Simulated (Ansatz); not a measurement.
`CO[CH2][GeH3]` + `C[SiH](Cl)Cl` → `Cl[SiH](Cl)C[CH2][GeH3]` + CH₃OH at 700 K and 1 bar (formal exchange of groups at a C–O bond).

Isolated molecules relaxed with PBE0-D4/def2-TZVP in Ansatz; ΔE leaves out vibrations. CBS: MP2 limit from def2 TZ/QZ plus the TZ coupled-cluster correction, frozen cores. This one scheme is used for every species. For Ge outer-core shells are correlated without core-valence functions, which leaves a few kJ/mol of doubt a bond. Scalar relativity is left out up to krypton. One conformer a species, not always the lowest.

```json
{"species": "`CO[CH2][GeH3]`", "CCSD(T)/CBS energy (Eh)": "-2232.16597", "H − E (kJ/mol)": "321.8", "S (J/(mol·K))": "457.7"}
{"species": "`C[SiH](Cl)Cl`", "CCSD(T)/CBS energy (Eh)": "-1249.21450", "H − E (kJ/mol)": "192.8", "S (J/(mol·K))": "424.0"}
{"species": "`Cl[SiH](Cl)C[CH2][GeH3]`", "CCSD(T)/CBS energy (Eh)": "-3365.77660", "H − E (kJ/mol)": "347.5", "S (J/(mol·K))": "590.9"}
{"species": "CH₃OH", "CCSD(T)/CBS energy (Eh)": "-115.61712", "H − E (kJ/mol)": "170.8", "S (J/(mol·K))": "288.5"}
```

H − E and S are ideal-gas, rigid-rotor, harmonic terms from PBE0-D4/def2-TZVP, for one conformer and one mirror image of each species. 1 Eh = 2625.50 kJ/mol, R = 8.31446 J/(mol·K).

Problem. By hand: ΔE, ΔH, ΔS and ΔG.

Solution. ΔE = (-3365.77660) + (-115.61712) − (-2232.16597) − (-1249.21450) = -0.01325 Eh = -34.8 kJ/mol. Δ(H − E) = 347.5 + 170.8 − 321.8 − 192.8 = 3.7, so ΔH = -31.1 kJ/mol. ΔS = 590.9 + 288.5 − 457.7 − 424.0 = -2.3 J/(mol·K). ΔG = -31.1 − 700 × (-2.3)/1000 = -29.5 kJ/mol.

Problem. By hand: the equilibrium constant, and the temperature at which ΔG would vanish if ΔH and ΔS stayed fixed.

Solution. log₁₀ K = −ΔG/(RT ln 10) = 2.2. ΔG = 0 at ΔH/ΔS = 13522 K, far beyond where these terms or the molecules hold.

The number of gas molecules stays the same, so ΔS is small and ΔH decides. A doubt of 5 kJ/mol in ΔE shifts log₁₀ K by 0.4 here. Other conformers and mirror images would add mixing entropy, several J/(mol·K) or more a flexible species. Modes under 60 cm⁻¹, often nearly free rotors, make the harmonic entropy too high. These are equilibria of isolated gas molecules and say nothing of rates. Largest T1 diagnostic: 0.011 (customary marks: 0.02 for closed shells, 0.045 for open ones).
